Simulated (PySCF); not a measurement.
**Gas-phase XPS of `N#C[SiH2][AsH2]`, computed**

Compound: CH4AsNSi.
Structure used (PBE0-D3(BJ)/def2-SVP), in Å, numbered top down from 1:
```xyz
8
CH4AsNSi angstrom
N      2.6675   -1.2527   -0.2786
C      1.7852   -0.5102   -0.1526
Si     0.3468    0.6500    0.0473
As    -1.5232   -0.4164   -0.9318
H      0.6799    1.8923   -0.7032
H      0.2232    0.9360    1.5032
H     -1.6525   -1.3557    0.2626
H     -2.4605    0.6102   -0.2999
```

Method used: delta-SCF UKS SCAN, pcX-2 on the ionised atom, pcseg-1 elsewhere, spin-free X2C (PySCF 2.14.0). Vertical ΔSCF values, vacuum level as zero.

Task: List the computed XPS lines with their assignment.

Result: 
```tsv
atom(s)	bonded to	level	binding energy (eV)	2p1/2 (eV)	count
Si3	C, 2 H and As	Si 1s	1847.65	–	1
N1	C (triple bond)	N 1s	405.20	–	1
C2	N (triple bond) and Si	C 1s	291.81	–	1
Si3	C, 2 H and As	Si 2p3/2	107.87	108.49	1
```

Task: Which photon wavelength matches the Si 1s of Si3 threshold?

Result: λ = hc/E = 12398.42 eV Å / 1847.65 eV = 6.710 Å.

Task: Which effective nuclear charge Zeff reproduces each element's mean 1s value in the hydrogen-like formula E = 13.606 eV × Zeff²?

Result: C (Z = 6): mean 291.8 eV, Zeff = 4.63, Z − Zeff = 1.37; N (Z = 7): mean 405.2 eV, Zeff = 5.46, Z − Zeff = 1.54; Si (Z = 14): mean 1847.6 eV, Zeff = 11.65, Z − Zeff = 2.35. Means run over the listed sites, weighted by atom count.

The 2p values aren't plain energy differences: one relaxed spin-free 2p hole is combined with a matrix within the shell (ground-state 2p orbital-energy differences and spin–orbit coupling). 2p3/2, the mean of its two sublevels, lies a third of the splitting below the shell's mean and 2p1/2 two thirds above it; the statistical areas are 2:1. 2p1/2 minus 2p3/2 (ligand field included): Si 0.62 eV. No level of arsenic is listed. Isolated species at its PBE0-D3(BJ)/def2-SVP geometry (one conformer only).

On one thread of an x86-64 server (shared host), this took 14 s of wall time.
